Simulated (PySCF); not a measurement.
Al(Cl)(vinyl)(OH) (C₂H₄AlClO), SMILES C=[CH][Al]([OH])[Cl].

The structure is a stationary point at r2SCAN-D4/def2-SVP. The structure was generated by enumeration; whether it is a known compound was not checked. One conformer was computed; it need not be the lowest.

Level of theory: TDDFT-B3LYP/def2-SVPD (PySCF).

Vertical excitations. Gas-phase values at a fixed geometry. State labels are in the subgroup Cs.

| state | symmetry | energy (eV) | λ (nm) | f | main pairs |
|---|---|---|---|---|---|
| S1 | A" | 5.82 | 213 | 0.002 | HOMO−1→LUMO 95 % |
| S2 | A" | 6.23 | 199 | 0.009 | HOMO→LUMO+1 98 % |
| S3 | A' | 6.30 | 197 | 0.239 | HOMO→LUMO 92 % |
| S4 | A" | 6.51 | 191 | 0.000 | HOMO−2→LUMO 95 % |
| S5 | A' | 6.70 | 185 | 0.037 | HOMO−3→LUMO 82 % |
| S6 | A' | 6.81 | 182 | 0.087 | HOMO−1→LUMO+1 84 % |
| S7 | A" | 7.06 | 176 | 0.000 | HOMO−3→LUMO+1 97 % |
| S8 | A" | 7.16 | 173 | 0.000 | HOMO−5→LUMO 98 % |
| S9 | A' | 7.23 | 171 | 0.094 | HOMO−2→LUMO+1 76 %, HOMO−4→LUMO 17 % |
| S10 | A' | 7.25 | 171 | 0.032 | HOMO−4→LUMO 76 %, HOMO−2→LUMO+1 14 % |
| T1 | A' | 4.04 | 307 | 0 | HOMO→LUMO 90 % |
| T2 | A" | 5.24 | 237 | 0 | HOMO−1→LUMO 88 % |
| T3 | A" | 6.11 | 203 | 0 | HOMO→LUMO+1 97 % |
| T4 | A' | 6.37 | 195 | 0 | HOMO−3→LUMO 93 % |
Triplets are in the Tamm–Dancoff approximation, which puts them higher than full response would, so one can lie above its singlet here.
